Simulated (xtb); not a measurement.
xtb input (GFN1-xTB):

```bash
xtb mol.xyz --gfn 1 --sp --chrg 0 --uhf 0
```
mol.xyz:
```
13

C     -2.55118516     0.57386206     0.30413602
N     -1.57603585    -0.40860471    -0.15659333
C     -1.92920265    -1.78120408     0.18934423
Ge     0.17673952     0.04972054    -0.06242840
Cl     0.45395457     1.98049287    -0.95230259
Cl     0.95192985     0.15599452     1.95751198
Cl     1.34775437    -1.40377858    -1.11726041
H     -2.68254012     0.56037883     1.39376197
H     -3.51754457     0.35481616    -0.15786710
H     -2.25521186     1.57687465     0.00059023
H     -2.02394252    -1.93332621     1.27221257
H     -1.18487249    -2.47584383    -0.19694937
H     -2.88883492    -2.02572152    -0.27390043
```

Output:

```
           -------------------------------------------------
          |                Calculation Setup                |
           -------------------------------------------------

           -------------------------------------------------
          |                 G F N 1 - x T B                 |
           -------------------------------------------------

        Reference                      10.1021/acs.jctc.7b00118
      * Hamiltonian:
        H0-scaling (s, p, d)           1.850000    2.250000    2.000000
        zeta-weighting                 0.000000
      * Dispersion:
        s8                             2.400000
        a1                             0.630000
        a2                             5.000000
        s9                             0.000000
      * Repulsion:
        kExp                           1.500000
        rExp                           1.000000
      * Coulomb:
        alpha                          2.000000
        third order                    atomic
        anisotropic                    false
      * Halogen bond correction:
        rad-scale                      1.300000
        damping                        0.440000

          ...................................................
          :                      SETUP                      :
          :.................................................:
          :  # basis functions                  64          :
          :  # atomic orbitals                  60          :
          :  # shells                           30          :
          :  # electrons                        44          :
          :  # halogen bonds                     3          :
          :  max. iterations                   250          :
          :  Hamiltonian                  GFN1-xTB          :
          :  restarted?                      false          :
          :  GBSA solvation                  false          :
          :  PC potential                    false          :
          :  electronic temp.          300.0000000     K    :
          :  accuracy                    1.0000000          :
          :  -> integral cutoff          0.2500000E+02      :
          :  -> integral neglect         0.1000000E-07      :
          :  -> SCF convergence          0.1000000E-05 Eh   :
          :  -> wf. convergence          0.2000000E-04 e    :
          :  Broyden damping             0.4000000          :
          :  net charge                          0          :
          :  unpaired electrons                  0          :
          ...................................................

 iter      E             dE          RMSdq      gap      omega  full diag
   1    -25.3127709 -0.253128E+02  0.675E+00    3.92       0.0  T
   2    -25.2569832  0.557877E-01  0.426E+00    4.61       1.0  T
   3    -24.3076219  0.949361E+00  0.685E+00    2.77       1.0  T
   4    -25.3396787 -0.103206E+01  0.673E-01    4.05       1.0  T
   5    -25.3497625 -0.100837E-01  0.290E-01    4.01       1.0  T
   6    -25.3510209 -0.125843E-02  0.175E-01    4.00       1.0  T
   7    -25.3517836 -0.762674E-03  0.370E-02    3.98       1.0  T
   8    -25.3518076 -0.239984E-04  0.723E-03    3.97       3.8  T
   9    -25.3518089 -0.138200E-05  0.316E-03    3.97       8.8  T
  10    -25.3518092 -0.249444E-06  0.821E-04    3.97      33.8  T
  11    -25.3518092 -0.154325E-07  0.307E-05    3.97     904.2  T
  12    -25.3518092  0.112799E-10  0.305E-05    3.97     909.5  T

   *** convergence criteria satisfied after 12 iterations ***

         #    Occupation            Energy/Eh            Energy/eV
      -------------------------------------------------------------
         1        2.0000           -0.9080826             -24.7102
       ...           ...                  ...                  ...
        16        2.0000           -0.4828186             -13.1382
        17        2.0000           -0.4825838             -13.1318
        18        2.0000           -0.4675512             -12.7227
        19        2.0000           -0.4667790             -12.7017
        20        2.0000           -0.4660981             -12.6832
        21        2.0000           -0.4578113             -12.4577
        22        2.0000           -0.3838112             -10.4440 (HOMO)
        23                         -0.2380241              -6.4770 (LUMO)
        24                         -0.1493688              -4.0645
        25                         -0.1461256              -3.9763
        26                         -0.1231649              -3.3515
        27                         -0.1169231              -3.1816
       ...                                ...                  ...
        60                          0.5260902              14.3156
      -------------------------------------------------------------
                  HL-Gap            0.1457871 Eh            3.9671 eV
             Fermi-level           -0.3109176 Eh           -8.4605 eV

 SCC (total)                   0 d,  0 h,  0 min,  0.023 sec
 SCC setup                      ...        0 min,  0.000 sec (  0.481%)
 Dispersion                     ...        0 min,  0.000 sec (  0.256%)
 classical contributions        ...        0 min,  0.000 sec (  0.108%)
 integral evaluation            ...        0 min,  0.006 sec ( 27.794%)
 iterations                     ...        0 min,  0.006 sec ( 24.335%)
 molecular gradient             ...        0 min,  0.011 sec ( 45.856%)
 printout                       ...        0 min,  0.000 sec (  1.098%)

         :::::::::::::::::::::::::::::::::::::::::::::::::::::
         ::                     SUMMARY                     ::
         :::::::::::::::::::::::::::::::::::::::::::::::::::::
         :: total energy             -25.219937793652 Eh    ::
         :: gradient norm              0.022628372353 Eh/a0 ::
         :: HOMO-LUMO gap              3.967069362851 eV    ::
         ::.................................................::
         :: SCC energy               -25.351809203922 Eh    ::
         :: -> electrostatic           0.027196498149 Eh    ::
         :: repulsion energy           0.139136926110 Eh    ::
         :: dispersion energy         -0.007265515841 Eh    ::
         :: halogen bond corr.         0.000000000000 Eh    ::
         :: add. restraining           0.000000000000 Eh    ::
         :: total charge              -0.000000000000 e     ::
         :::::::::::::::::::::::::::::::::::::::::::::::::::::

           -------------------------------------------------
          |                Property Printout                |
           -------------------------------------------------

    * Orbital Energies and Occupations

         #    Occupation            Energy/Eh            Energy/eV
      -------------------------------------------------------------
         1        2.0000           -0.9080826             -24.7102
       ...           ...                  ...                  ...
        10        2.0000           -0.5365341             -14.5998
        11        2.0000           -0.5146845             -14.0053
        12        2.0000           -0.5100249             -13.8785
        13        2.0000           -0.5053073             -13.7501
        14        2.0000           -0.4948234             -13.4648
        15        2.0000           -0.4916087             -13.3774
        16        2.0000           -0.4828186             -13.1382
        17        2.0000           -0.4825838             -13.1318
        18        2.0000           -0.4675512             -12.7227
        19        2.0000           -0.4667790             -12.7017
        20        2.0000           -0.4660981             -12.6832
        21        2.0000           -0.4578113             -12.4577
        22        2.0000           -0.3838112             -10.4440 (HOMO)
        23                         -0.2380241              -6.4770 (LUMO)
        24                         -0.1493688              -4.0645
        25                         -0.1461256              -3.9763
        26                         -0.1231649              -3.3515
        27                         -0.1169231              -3.1816
        28                         -0.1094767              -2.9790
        29                         -0.1033947              -2.8135
        30                         -0.0732543              -1.9934
        31                         -0.0669374              -1.8215
        32                         -0.0538875              -1.4664
        33                         -0.0474107              -1.2901
       ...                                ...                  ...
        60                          0.5260902              14.3156
      -------------------------------------------------------------
                  HL-Gap            0.1457871 Eh            3.9671 eV
             Fermi-level           -0.3109176 Eh           -8.4605 eV

  Mulliken/CM5 charges         n(s)   n(p)   n(d)
     1C     0.06279 -0.02420   0.988  2.949  0.000
     2N    -0.38053 -0.63400   1.500  3.881  0.000
     3C     0.06279 -0.02420   0.988  2.949  0.000
     4Ge    0.52943  0.54720   1.225  1.460  0.785
     5Cl   -0.12519 -0.11185   1.934  5.201 -0.010
     6Cl   -0.14927 -0.13630   1.935  5.223 -0.009
     7Cl   -0.12519 -0.11185   1.934  5.201 -0.010
     8H     0.01582  0.07584   0.984  0.000  0.000
     9H     0.02115  0.08258   0.979  0.000  0.000
    10H     0.02562  0.08917   0.974  0.000  0.000
    11H     0.01582  0.07584   0.984  0.000  0.000
    12H     0.02562  0.08917   0.974  0.000  0.000
    13H     0.02115  0.08258   0.979  0.000  0.000

Wiberg/Mayer (AO) data.
largest (>0.10) Wiberg bond orders for each atom

 ---------------------------------------------------------------------------
     #   Z sym  total        # sym  WBO       # sym  WBO       # sym  WBO
 ---------------------------------------------------------------------------
     1   6 C    3.978 --     9 H    0.987     8 H    0.980     2 N    0.979
                            10 H    0.979
     2   7 N    3.112 --     3 C    0.979     1 C    0.979     4 Ge   0.928
     3   6 C    3.978 --    13 H    0.987    11 H    0.980     2 N    0.979
                            12 H    0.979
     4  32 Ge   4.528 --     7 Cl   1.190     5 Cl   1.190     6 Cl   1.146
                             2 N    0.928
     5  17 Cl   1.374 --     4 Ge   1.190
     6  17 Cl   1.353 --     4 Ge   1.146
     7  17 Cl   1.374 --     4 Ge   1.190
     8   1 H    1.006 --     1 C    0.980
     9   1 H    1.013 --     1 C    0.987
    10   1 H    1.015 --     1 C    0.979
    11   1 H    1.006 --     3 C    0.980
    12   1 H    1.015 --     3 C    0.979
    13   1 H    1.013 --     3 C    0.987
 ---------------------------------------------------------------------------

Topologies differ in total number of bonds
Writing topology from bond orders to xtbtopo.mol

 dipole moment from electron density (au)
     X       Y       Z
  -1.2290  -0.3387   0.2902  total (Debye):    3.323

           -------------------------------------------------
          | TOTAL ENERGY              -25.219937793652 Eh   |
          | GRADIENT NORM               0.022628372353 Eh/α |
          | HOMO-LUMO GAP               3.967069362851 eV   |
           -------------------------------------------------

------------------------------------------------------------------------
------------------------------------------------------------------------
 total:
 SCF:
Note: The following floating-point exceptions are signalling: IEEE_DENORMAL
normal termination of xtb
```
